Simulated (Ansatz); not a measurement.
Isolated molecules relaxed with PBE0-D4/def2-TZVP in Ansatz; ΔE leaves out vibrations. CCSD(T)/CBS is the MP2 limit (def2-TZVPP, def2-QZVPP) plus CCSD(T) − MP2 in def2-TZVPP, frozen cores. This one scheme is used for every species. Functionals use def2-TZVPP. One conformer a species, not always the lowest.

`N[SiH](O)F` + `BO` → `BO[SiH](O)F` + NH₃  (ligand exchange at the Si–N bond)

CCSD(T)/CBS gives -35.1 kJ/mol.

(1) Another level gave -26.2 kJ/mol. Which?
A. BLYP/def2-TZVPP
B. revPBE-D4/def2-TZVPP
C. RPA@PBE/def2-TZVPP
D. LDA (SPW92)/def2-TZVPP

Largest T1 diagnostic among the species: 0.014.

Results:

(1) B. revPBE-D4 -26.2, RPA@PBE/def2-TZVPP -34.8, LDA (SPW92) -21.8, BLYP -30.5 kJ/mol.

At CCSD(T), def2-SVP lies +10.4 kJ/mol from the extrapolated value and def2-TZVPP +0.6 kJ/mol. From BLYP to BHLYP (50 % exact exchange), in def2-TZVPP and without D4, ΔE moves by −5.8 kJ/mol. In def2-TZVPP, CCSD(T) changes the Hartree–Fock value by +8.7 kJ/mol (the triples alone add +1.1 kJ/mol) and MP2 by +9.3 kJ/mol.
